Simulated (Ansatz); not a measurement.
Input file for Ansatz (a first-principles code): R-CCSD(T)/aug-cc-pV(D+d)Z on H4OSi (SMILES O[SiH3]) with ghost functions, monomers drawn apart or pushed together. Files ending in .json are basis or fitting sets from the Basis Set Exchange.

Ansatz 0.2 input:
```yaml
crystal:
  periodic: [false, false, false]
  atoms:
    - {symbol: O, position_ang: [1.20559707, -0.82584985, 5.00132273]}
    - {symbol: Si, position_ang: [1.01978015, 0.55328503, 5.88515734]}
    - {symbol: H, position_ang: [0.87644484, -0.80836685, 4.09429191]}
    - {symbol: H, position_ang: [1.73035281, 1.70408648, 5.27139463]}
    - {symbol: H, position_ang: [1.59281803, 0.27240523, 7.21731708]}
    - {symbol: H, position_ang: [-0.40966714, 0.93026754, 6.02856881]}
basis:
  gaussian:
    orbitals: aug-cc-pV_D+d_Z.json
    ghost_atoms:
      - {symbol: C, position_ang: [-0.14618371, -0.07036537, 0.10699176]}
      - {symbol: C, position_ang: [-1.21301724, -0.45623640, 0.49119218]}
      - {symbol: H, position_ang: [0.79929858, 0.27475184, -0.23652687]}
      - {symbol: H, position_ang: [-2.16260394, -0.79545715, 0.82920939]}
magnetization: {spin_polarized: false}
correlation: {method: ccsd_t, electrons: outside_noble_gas}
scf: {lower_state_search: off}
```

The head of its log:

```
WARN ansatz: RAYON_NUM_THREADS=1 ignored (pool sized by the plan → 1); use --threads N
Functional definition: HF
these checks for a lower state are left out or cut short: stability, starts, cluster_reference, orbital_swaps, neighbouring_geometries, increment
integrals: 0.40 GiB planned
1321 factors; integrals over basis functions are off by at most 7.9e-4 eV
mean field: 0.34 GiB planned
mean field evaluation 1: about -9961.7522 eV, gradient 3.4e1 eV
mean field evaluation 2: about -9961.7520 eV, gradient 3.4e1 eV
mean field evaluation 4: about -9964.1253 eV, gradient 2.3e0 eV
mean field evaluation 8: about -9964.1482 eV, gradient 3.5e-4 eV
mean field -9964.14820548 eV, -366.1756926093 hartree, gradient 2.6e-6 eV, S^2 0.000000; 0 other end points of the search recorded, 0 dependent functions left out
6 core orbitals not correlated
reference -9964.14820548 eV, -366.1756926093 hartree; 7, 7 occupied and 142, 142 virtual orbitals, 1321 factors
```

Problem. Predict the final total energy.

Solution. -366.5291 hartree (reference determinant -366.1757, T1 diagnostic 0.012).
